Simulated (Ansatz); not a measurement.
# Interaction energy ladder

The pair of SiH3F (SMILES [SiH3]F, atoms 1–5) and H2Te (SMILES [TeH2], atoms 6–8), both closed shells, in one local arrangement (a lower one may exist), relaxed at PBE0-D4/def2-TZVP:

```json
{"atom": "Si1", "x (Å)": "-0.1860", "y (Å)": "-0.1424", "z (Å)": "-1.5936"}
{"atom": "F2", "x (Å)": "0.2324", "y (Å)": "1.2478", "z (Å)": "-0.9070"}
{"atom": "H3", "x (Å)": "-0.5332", "y (Å)": "0.1516", "z (Å)": "-3.0047"}
{"atom": "H4", "x (Å)": "-1.3568", "y (Å)": "-0.6897", "z (Å)": "-0.8720"}
{"atom": "H5", "x (Å)": "0.9664", "y (Å)": "-1.0686", "z (Å)": "-1.5226"}
{"atom": "Te6", "x (Å)": "0.9279", "y (Å)": "0.1829", "z (Å)": "2.1856"}
{"atom": "H7", "x (Å)": "0.4788", "y (Å)": "-0.6471", "z (Å)": "3.5479"}
{"atom": "H8", "x (Å)": "-0.5293", "y (Å)": "0.9655", "z (Å)": "2.1664"}
```

Computed with Ansatz 0.2.0 (basis: def2-TZVPPD, with def2-QZVPPD for the basis limit); correlated methods freeze the cores. Filled d shells of the heavier atoms are correlated. Core potentials replace the inner electrons of the atoms past krypton. The def2 sets are not built for correlating such inner shells, so the correlated values are less sure here. B3LYP uses VWN-RPA correlation. Extrapolation: Hartree–Fock as exp(−7.88 √X), correlation as X^−2.97. Interaction energies count from these two fragments, frozen as in the pair, with the counterpoise correction; negative means bound.

What is the interaction energy by CCSD(T) at an estimated basis limit (MP2 extrapolated from triple and quadruple zeta, plus CCSD(T) − MP2 in triple zeta)? (To be estimated.)

The calculation gives: -1.94 kcal/mol. Hartree–Fock alone gives 0.44 kcal/mol at the basis limit, so without correlation the pair would not bind at this distance. It counts from the two fragments frozen as in the pair.

The same quantity by other methods in triple zeta, and each one's difference from that estimate:
```tsv
method	E_int (kcal/mol)	difference
PBE-D4	-2.52	-0.58
revPBE-D4	-2.31	-0.38
BLYP-D4	-2.38	-0.44
r2SCAN-D4	-2.10	-0.16
B97M-V	-2.18	-0.24
PBE0-D4	-2.38	-0.44
B3LYP-D4	-2.46	-0.52
HSE06-D4	-2.36	-0.42
wB97X-V	-2.09	-0.15
wB97M-V	-2.16	-0.22
B2PLYP	-0.75	1.19
HF	0.43	2.37
MP2	-1.65	0.28
CCSD	-1.25	0.69
CCSD(T)	-1.55	0.39
```
Differences are method less estimate.

Which atoms make the shortest contact between the fragments?

F2 and H8, 3.18 Å apart.

Basis-set superposition shift (counterpoise-corrected less uncorrected): CCSD(T) 0.76; MP2 0.75; HF 0.05; PBE0-D4 0.04; wB97M-V 0.06 kcal/mol.

No T1 diagnostic of these runs exceeds 0.012.

For scale, one of the runs: CCSD(T)/def2-TZVPPD, 232 basis functions, launched by `ansatz run in.yaml --threads 4 --pin off --events-out ev --progress --plain --max-ram 9574MiB`. Time: 3.3 min of wall clock on 4 CPU threads of an Arm Neoverse N1; the host was shared. Peak host memory: 4.4 GiB.
